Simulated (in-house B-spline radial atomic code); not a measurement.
RPA and G0W0 on TPSS: Pd28+

Configuration [Ne] 3s2 3p6, mean-field start TPSS. Computed with a B-spline radial code for spherical atoms: all electrons, non-relativistic, point nucleus, each spin shell either full or empty, empty states to l = 9 with an (l + 1/2)⁻⁴ tail; G0W0 by contour deformation at full frequency.

Without relativity these are model numbers: it shifts the levels of so heavy an element strongly and can reorder them.

Command:
```bash
python run_gw.py task.json out
```
Settings (radii: box in bohr, nucleus in fm):
```
Z                        46
electrons                18
configuration            [Ne] 3s2 3p6
hamiltonian              nr
method                   tpss,tpss
lmax                     9
spin_polarised           False
box_radius               3.2
intervals                47
```

Time taken, with all properties: 1.3 s on 1 thread of Arm Neoverse N1, on a shared host.

Energies (hartree):

```
                                     term        value
                         mean-field total  -4402.69474
Hartree-Fock functional on these orbitals  -4401.69563
                      direct second order      -1.7555
                    second-order exchange      0.57026
                         SOSEX correction       0.5247
```

Q: What is the RPA correlation energy, and what remains with SOSEX?

A: RPA gives -1.5511 hartree (-2.34 eV per electron); RPA + SOSEX gives -1.0264, and the second-order doubles -1.1852 hartree (no singles). SOSEX takes back 34 % of the RPA value.

Quasi-particle levels (eV):

| level | occupied | mean field | Σx - vxc | Σc | QP weight | G0W0 |
| --- | --- | --- | --- | --- | --- | --- |
| 3p | yes | -1608.67 | -31.25 | ? | ? | ? |
| 2p | yes | -4440.78 | -101.14 | 11.33 | 0.926 | -4530.59 |
| 2s | yes | -4671.67 | -117.95 | 7.61 | 0.966 | -4782.02 |
| 3d | no | -1472.26 | 38.76 | -3.38 | 0.988 | -1436.88 |

G0W0 = mean field + (Σx - vxc) + Σc, with Σc (partial-wave tail included) taken at the quasi-particle energy. Only the outer levels were computed. Levels of low weight are left out.

Q: Where does G0W0 put 3p?

A: At -1640.67 eV, with Σc = -0.75 eV and a quasi-particle weight of 0.976. The tabulated removal energy is 1644 ± 5 eV (NIST, semi-empirical); the calculation leaves out relativity, Breit and QED terms, and what these don't explain is the method's own error.
